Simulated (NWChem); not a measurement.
**Total energies of In (+1)**

```
In
```
Charge +1, spin multiplicity 1.

Everything below was run with NWChem.

Basis set: def2-SVP (26 functions).

```
method       total energy (Ha)
-----------  -----------------
RHF                 -189.01529
MP2                 -189.05812
B2PLYP              -189.63435
PBE                 -189.90694
B3LYP               -189.97469
LDA (SVWN5)         -189.58034
CCSD(T)             -189.07273
```

Total energies of different functionals aren't comparable as a measure of quality: only differences taken within one method are. 

Effective core potentials replace the inner electrons of In; spin-orbit coupling is left out. The correlated methods keep 4 core orbitals frozen. B3LYP has NWChem's definition, with VWN1-RPA local correlation. Coupled-cluster values serve here as a point of comparison, not as the truth.
